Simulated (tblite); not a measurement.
Species: C3H9FO3Si.
Z-matrix (Å and degrees, GFN2-xTB geometry), rows numbered from 1:
```
C 
O   1  1.4070
Si  2  1.6056  1  128.93
F   3  1.6234  2  108.55  1    64.96
O   3  1.6056  2  110.31  1   -54.03
C   5  1.4068  3  128.95  2  -176.26
O   3  1.6057  2  110.33  1  -176.27
C   7  1.4071  3  128.92  2   -54.18
H   1  1.0912  2  110.45  3   -62.86
H   1  1.0900  2  107.28  3   177.57
H   1  1.0904  2  110.44  3    57.90
H   6  1.0901  5  110.43  3    57.76
H   6  1.0909  5  110.44  3   -62.98
H   6  1.0898  5  107.32  3   177.45
H   8  1.0912  7  110.46  3   -62.74
H   8  1.0904  7  110.44  3    58.04
H   8  1.0900  7  107.27  3   177.70
```

All values are computed: GFN2-xTB (tblite) harmonic vibrations without scaling, gas phase. Against measured fundamentals such values can be off by several per cent, at times by over 20. One conformer, not necessarily the lowest.

Harmonic wavenumbers (cm⁻¹): 58.7, 59.5, 73.5, 84.4, 96.3, 96.7, 121.2, 121.3, 211.8, 245.0, 245.8, 314.9, 378.9, 379.2, 660.1, 815.9, 847.8, 848.0, 1126.2, 1126.5, 1127.6, 1138.7, 1138.8, 1139.7, 1169.0, 1169.0, 1176.0, 1404.1, 1407.2, 1407.3, 1469.0, 1469.1, 1469.6, 1478.5, 1478.9, 1479.0, 2967.6, 2968.1, 2970.9, 2980.9, 2981.4, 2984.2, 2992.3, 2992.5, 2994.2.

A = 1670, B = 1668, C = 1096 MHz; mass 140.030 u (most abundant isotopes); point group C3, symmetry number 3.

Question: Zero-point energy?

Answer: ½Σν̃ = 27933 cm⁻¹ = 79.86 kcal/mol.

Question: Give the ideal-gas entropy at 273.15 K and 1 bar in the rigid-rotor, harmonic-oscillator model (classical rotation).

Answer: Translation 40.31, rotation 26.60, vibration 37.83: S = 104.7 cal/(mol K).

Question: And Cp and H(273.15 K) − H(0)?

Answer: Cp = 37.58 cal/(mol K), of which vibrations give 29.63 (their classical limit is 45 R = 89.4); H(273.15 K) − H(0) = 7.20 kcal/mol without the zero-point energy, 5.03 from vibrations.

Question: Blend soft modes into free rotors: weight 1/[1 + (100 cm⁻¹/ν̃)⁴] for the oscillator and the rest for a rotor with moment μB/(μ + B), μ = h/(8π²ν), B = 10⁻⁴⁴ kg m². What vibrational entropy results?

Answer: 34.15 cal/(mol K) in place of 37.83, which changes −T·S at 273.15 K by +1.00 kcal/mol.

Question: Which modes carry the vibrational entropy at 273.15 K?

Answer: 58.7 cm⁻¹: 4.33; 59.5 cm⁻¹: 4.30; 73.5 cm⁻¹: 3.89; 84.4 cm⁻¹: 3.61; 96.3 cm⁻¹: 3.36; 96.7 cm⁻¹: 3.35 cal/(mol K); the other 39 give 14.99 together.

Hindered rotation and anharmonicity are outside this model. Other conformers, if any are populated, would add a mixing term that is left out. The structure is chiral; the term R ln 2 for an equal mix with its mirror image is left out.

The run took 0.95 s of wall time on one thread of an Arm Neoverse N1, shared host with 64 logical CPUs at a one-minute load of 62. The figure is for the frequency step alone.
